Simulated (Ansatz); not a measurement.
Consider the silylene formation by 1,1-elimination: `C[Si](F)(F)[GeH3]` → `F[Si]F` + `[CH3][GeH3]`.

Calculated with Ansatz (gas phase, PBE0-D4/def2-TZVP geometries, no zero-point term in ΔE). CBS: MP2 limit from def2 TZ/QZ plus the TZ coupled-cluster correction, frozen cores. This one scheme is used for every species. Functionals use def2-TZVPP. B3LYP here is the variant with VWN-RPA as its local correlation; programs differ in this. For Ge outer-core shells are correlated without core-valence functions, which leaves a few kJ/mol of doubt a bond. Scalar relativity is left out up to krypton.

`C[Si](F)(F)[GeH3]`:

Cartesian coordinates in Å:
```
C -0.550 1.173 1.217
Si 0.043 0.655 -0.453
F -1.035 1.103 -1.542
F 1.377 1.462 -0.797
Ge 0.476 -1.668 -0.738
H -1.489 0.671 1.465
H -0.718 2.252 1.240
H 0.187 0.920 1.983
H -0.804 -2.478 -0.473
H 0.964 -1.963 -2.163
H 1.550 -2.129 0.261
```

`F[Si]F`:

```xyz
3

F    -0.237    0.712    1.035
Si   -0.544   -0.406   -0.070
F     0.781   -0.306   -0.965
```

`[CH3][GeH3]`:

```xyz
8

C    -0.666   -0.438    0.662
Ge    0.589    0.388   -0.586
H    -0.590    0.033    1.642
H    -1.688   -0.326    0.299
H    -0.449   -1.502    0.768
H     0.289    1.890   -0.734
H     0.481   -0.272   -1.972
H     2.034    0.226   -0.079
```

```json
{"level": "B3LYP-D4", "ΔE (kJ/mol)": "169.0"}
{"level": "r2SCAN", "ΔE (kJ/mol)": "193.2"}
{"level": "MP2/def2-TZVPP", "ΔE (kJ/mol)": "175.6"}
{"level": "SCS-MP2/def2-TZVPP", "ΔE (kJ/mol)": "166.1"}
{"level": "CCSD/def2-TZVPP", "ΔE (kJ/mol)": "166.1"}
{"level": "CCSD(T)/def2-TZVPP", "ΔE (kJ/mol)": "166.9"}
{"level": "MP2/def2-QZVPP", "ΔE (kJ/mol)": "179.3"}
{"level": "SCS-MP2/def2-QZVPP", "ΔE (kJ/mol)": "170.0"}
```

Problem. What does CCSD(T)/CBS give? (Estimate.)

Solution. Ansatz gave: +174.0 kJ/mol. The listed levels differ from it by -5.0, 19.2, 1.6, -7.9, -7.9, -7.1, 5.3, -4.0 kJ/mol.

Largest T1 diagnostic among the species: 0.015.

In def2-TZVPP, CCSD(T) changes the Hartree–Fock value by +3.1 kJ/mol (the triples alone add +0.8 kJ/mol) and MP2 by +11.9 kJ/mol. The D4 term adds +15.2 kJ/mol with B3LYP and +8.4 kJ/mol with PBE0; it sums over pairs of atoms, weighted by their polarisabilities, and B3LYP, whose exchange is more repulsive, gets the larger term. From PBE to PBE0 (25 % exact exchange), in def2-TZVPP and without D4, ΔE moves by +14.5 kJ/mol.
